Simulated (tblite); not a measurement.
Species: C5H2FO (doublet state).
Z-matrix (Å and degrees, GFN2-xTB geometry), rows numbered from 1:
```
C 
C   1  1.2017
C   2  1.4450  1  174.24
O   3  1.2040  2  122.25  1    -0.23
C   3  1.4755  2  114.71  1   179.75
C   5  1.3293  3  128.13  2     0.24
F   6  1.3223  5  125.11  3     0.01
H   5  1.0807  3  113.67  2  -179.78
H   6  1.0836  5  123.19  3   179.98
```

Method: GFN2-xTB as coded in tblite; computed harmonic values from a numerical Hessian at the method's own geometry, unscaled. The method is semi-empirical: single wavenumbers can be off by several per cent or more. One conformer, not necessarily the lowest. Open shells enter through the occupations alone, without spin polarisation, and single modes of such species can be off by tens of per cent.

Harmonic wavenumbers (cm⁻¹): 27.8, 134.9, 198.8, 207.5, 331.3, 344.7, 476.0, 631.5, 699.6, 773.9, 810.1, 877.5, 1011.5, 1151.3, 1226.7, 1302.6, 1668.4, 1719.4, 2212.0, 3049.1, 3088.1.

A = 4095, B = 2585, C = 1585 MHz; mass 97.009 u (most abundant isotopes); point group Cs, symmetry number 1; spin multiplicity 2.

Task: Zero-point energy?

Result: Half the sum of the wavenumbers: 10971 cm⁻¹ = 31.37 kcal/mol.

Task: Give the ideal-gas entropy at 273.15 K and 1 bar in the rigid-rotor, harmonic-oscillator model (classical rotation).

Result: Translation 39.22, rotation 27.09, vibration 16.32, spin (R ln 2) 1.38: S = 84.0 cal/(mol K).

Task: And Cp and H(273.15 K) − H(0)?

Result: Cp = 23.54 cal/(mol K), of which vibrations give 15.59 (their classical limit is 21 R = 41.7); H(273.15 K) − H(0) = 4.41 kcal/mol without the zero-point energy, 2.24 from vibrations.

Task: What must be added to the electronic energy to get the Gibbs energy at 273.15 K and 1 bar?

Result: ZPE + [H(273.15 K) − H(0)] − T·S = 31.37 + 4.41 − 22.95 = 12.83 kcal/mol.

Task: Which modes carry the vibrational entropy at 273.15 K?

Result: 27.8 cm⁻¹: 5.81; 134.9 cm⁻¹: 2.71; 198.8 cm⁻¹: 1.98; 207.5 cm⁻¹: 1.91; 331.3 cm⁻¹: 1.12; 344.7 cm⁻¹: 1.05 cal/(mol K); the other 15 give 1.74 together.

Hindered rotation and anharmonicity are outside this model. Other conformers, if any are populated, would add a mixing term that is left out.
